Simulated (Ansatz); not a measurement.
Consider the formal exchange of groups at the In–S bond: `[F][In]([SH])[Br]` + `NC1CO1` → `[NH2][In]([F])[Br]` + `SC1CO1`.

Computed with Ansatz on PBE0-D4/def2-TZVP structures; ΔE is electronic, products minus reactants. CCSD(T)/CBS is the MP2 limit (def2-TZVPP, def2-QZVPP) plus CCSD(T) − MP2 in def2-TZVPP, frozen cores. DFT in def2-TZVPP. HSE06 is defined as in plane-wave codes. def2 core potentials past Kr. For Br, In outer-core shells are correlated without core-valence functions, which leaves a few kJ/mol of doubt a bond. Scalar relativity is left out up to krypton. Each species was taken in one conformer, which may not be the lowest.

`[F][In]([SH])[Br]`:

Cartesian coordinates in Å:
```
F 2.439 -0.245 0.128
In 0.534 0.087 0.191
S -0.834 -1.048 -1.348
Br -0.192 1.675 1.893
H -1.947 -0.469 -0.863
```

`NC1CO1`:

Cartesian coordinates in Å:
```
N -0.639 0.639 1.036
C -0.374 0.198 -0.272
C 0.916 -0.348 -0.651
O -0.220 -1.200 -0.547
H -0.084 0.143 1.720
H -1.617 0.536 1.274
H -0.961 0.719 -1.023
H 1.307 -0.200 -1.655
H 1.673 -0.487 0.119
```

`[NH2][In]([F])[Br]`:

```xyz
6

N    -0.373    0.532   -1.075
In    0.272   -0.434    0.553
F     2.195   -0.602    0.770
Br   -1.058   -1.652    2.191
H     0.265    1.231   -1.431
H    -1.301    0.925   -1.010
```

`SC1CO1`:

Z-matrix (Å, degrees):
```
C
C 1 1.455
O 1 1.407 2 59.7
S 1 1.780 2 124.7 3 -107.1
H 1 1.088 2 119.2 3 103.7
H 2 1.087 1 120.2 3 -103.1
H 2 1.087 1 119.0 3 103.6
H 4 1.343 1 96.3 2 19.2
```

```
             level  ΔE (kJ/mol)  difference from CCSD(T)/CBS
           BLYP-D4         82.8                          0.5
         r2SCAN-D4         89.5                          7.2
           PBE0-D4         92.6                         10.3
               PBE         87.3                          5.0
             HSE06         93.2                         10.9
             BHLYP         95.5                         13.2
RPA@PBE/def2-TZVPP         80.7                         -1.6
  CCSD(T)/def2-SVP        102.8                         20.5
CCSD(T)/def2-TZVPP         84.4                          2.1
     HF/def2-QZVPP        100.9                         18.6
       CCSD(T)/CBS         82.3                            0
```

Largest T1 diagnostic among the species: 0.013.

Leaving LDA and LC-ωPBE aside and taking each functional with its dispersion term where it has one, the values, not all of them listed here, spread over 12.7 kJ/mol, from BLYP-D4 to BHLYP-D4. LDA lies +4.2 kJ/mol from PBE without D4. From r2SCAN to r2SCAN0 (25 % exact exchange), in def2-TZVPP and without D4, ΔE moves by +4.7 kJ/mol.
